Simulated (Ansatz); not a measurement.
**Redistribution: SiH(CH3)(OH)(SiH3) + Si(CH3)(OH)2(SiH3) → SiH(OH)2(SiH3) + Si(CH3)2(OH)(SiH3)**

Gas-phase species: SiH(CH3)(OH)(SiH3), singlet; Si(CH3)(OH)2(SiH3), singlet; SiH(OH)2(SiH3), singlet; Si(CH3)2(OH)(SiH3), singlet. The partners trade CH3 for OH; both sit on Si, so the bond types are kept.

Shapes, held fixed at every level: PBE0-D4/def2-TZVP. Flexible molecules stand in one conformer, not always the lowest. Programs: Ansatz 0.2.0. Electronic energies: no zero-point or thermal term.

| level | kind | ΔE (kJ/mol) | less CCSD(T)/CBS estimate |
| --- | --- | --- | --- |
| PBE0-D4/def2-TZVPP | global hybrid | -3.8 | -0.7 |
| wB97M-V/def2-TZVPP | range-separated hybrid | -3.7 | -0.6 |
| wB97X-V/def2-TZVPP | range-separated hybrid | -3.3 | -0.2 |
| MP2/def2-TZVPP | perturbation theory | -4.5 | -1.4 |
| CCSD(T)/def2-TZVPP | coupled cluster or CI | -3.6 | -0.5 |
| CCSD/def2-TZVPP | coupled cluster or CI | -2.8 | +0.3 |
| CCSD(T)/CBS estimate | coupled cluster or CI | -3.1 | 0.0 |

The highest level, CCSD(T)/CBS estimate, gives ΔE = -3.1 kJ/mol; the levels span -4.5 to -2.8. That is about zero within the method's error. The column of differences is taken from that level and isn't an error. No measured value is set beside it here. The CBS estimate extrapolates MP2 from def2-TZVPP and def2-QZVPP and adds CCSD(T) − MP2 in the triple-zeta set, cores frozen.
